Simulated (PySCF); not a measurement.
Peak assignment

Numbering as in the mapped SMILES `[CH3:1][P:2]1[CH2:3][CH2:4][SiH:5]([F:6])[CH2:7][CH2:8]1`; H(Xn) means a hydrogen on atom n. Ha(C3), Ha(C4), Ha(C7), Ha(C8) are cis to F6 on the ring; Hb(C3), Hb(C4), Hb(C7), Hb(C8) are trans to F6 on the ring.

Computational details: shieldings: GIAO B3LYP/pcSseg-1, PBE0-D3(BJ)/def2-SVP geometry, in PySCF 2.14 (one averaged value for each set of equivalent atoms, no relativistic terms, gas phase, a single conformation).

Chemical shifts δ = σref − σ; 13C (179.24 ppm) and 1H (31.38 ppm) against TMS, all at this level.

(1) Assign these signals to the numbered atoms. 13C{1H} NMR (computed): δ 30.3 (CH2), 16.6 (CH3), 12.9 (CH2).

(2) Assign these signals to the numbered atoms. 1H NMR (300 MHz, computed): δ 4.90 (m, 1H), 1.70 (m, 2H), 1.20 (m, 2H), 0.96 (m, 2H), 0.95 (m, 2H), 0.87 (m, 3H).

## Answers

(1) 
30.3 → C3/C8, sp3 CH2 bonded to P
16.6 → C1, methyl carbon bonded to P
12.9 → C4/C7, sp3 CH2 bonded to Si

(2) 
| δ (ppm) | atoms | environment | reason |
| --- | --- | --- | --- |
| 4.90 | H(Si5) | hydrogen on a silicon bonded to 2 C, F, in a 6-membered ring | – |
| 1.70 | Ha(C3)/Ha(C8) | hydrogen on an sp3 CH2 bonded to P | – |
| 1.20 | Hb(C4)/Hb(C7) | hydrogen on an sp3 CH2 bonded to Si | – |
| 0.96 | Hb(C3)/Hb(C8) | hydrogen on an sp3 CH2 bonded to P | – |
| 0.95 | Ha(C4)/Ha(C7) | hydrogen on an sp3 CH2 bonded to Si | – |
| 0.87 | H(C1) | hydrogen on a methyl carbon bonded to P | – |

Hb(C3)/Hb(C8) and Ha(C4)/Ha(C7); Ha(C4)/Ha(C7) and H(C1) lie closer than the usual error of such a calculation, so a measured spectrum could show them in the other order.

Splittings by 19F and 31P in the carbon and heteronuclear signals aren't shown, as no couplings were computed. Shifts are as computed. Against solution values, carbons near 30 ppm lie about +2 ppm off and those near 130 ppm about +6 ppm. Of 1211 compounds with measured shifts, 218 miss one by over three times the rms of a fit or turn the order of signals round; such compounds aren't used in these exercises. Multiplicities follow the n + 1 count of equivalent neighbours, as no J values were calculated; m marks all less simple cases, F and P coupling included.
